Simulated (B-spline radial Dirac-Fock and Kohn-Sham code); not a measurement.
The L2-M23M23 Auger spectrum of Hf⁵²⁺

System: the Hf⁵²⁺ ion in the configuration [Ar] 3d2.

Input of the calculation (task.json; shells as n, l, electrons):

```json
{"items": [{
  "Z": 72,
  "q": 52,
  "cfg": [[1, 0, 2], [2, 0, 2], [2, 1, 6], [3, 0, 2], [3, 1, 6], [3, 2, 2]],
  "A": 180,
  "rrms": 5.347,
  "do": ["binding", "quiet", "double"]
}]}
```

Run with: `python xray_run.py task.json out`

These are calculated numbers from an atomic code on a B-spline grid; the model is ΔSCF Dirac-Fock with Breit, self-energy and vacuum polarisation, finite nucleus, configuration average. The two-hole levels come from diagonalising the Coulomb interaction among the jj configurations; intensities are independent-particle Coulomb rates. Kinetic energies are from the vacuum level. No correlation. Open outer shells are spectators and are not coupled to the holes.

| kinetic energy (eV) | J | leading jj holes (weight) | leading LS term (weight) |
| --- | --- | --- | --- |
| 3286.9 | 0 | M2M2 (1.00) | ³P0 (0.64) |
| 3592.6 | 2 | M2M3 (1.00) | ¹D2 (0.69) |
| 3602.8 | 1 | M2M3 (1.00) | ³P1 (1.00) |
| 3880.0 | 0 | M3M3 (1.00) | ¹S0 (0.64) |
| 3899.7 | 2 | M3M3 (1.00) | ³P2 (0.69) |

The intensity is shared as follows: 3592.6 eV 50.7 %, 3286.9 eV 24.9 %, 3602.8 eV 23.2 %, 3880.0 eV 0.7 %, 3899.7 eV 0.5 %.

The strongest line, by its leading LS label ¹D2, lies at 3592.6 eV. The mean weight of the leading component is 1.00 in jj and 0.73 in LS coupling, so jj labels describe these levels better.
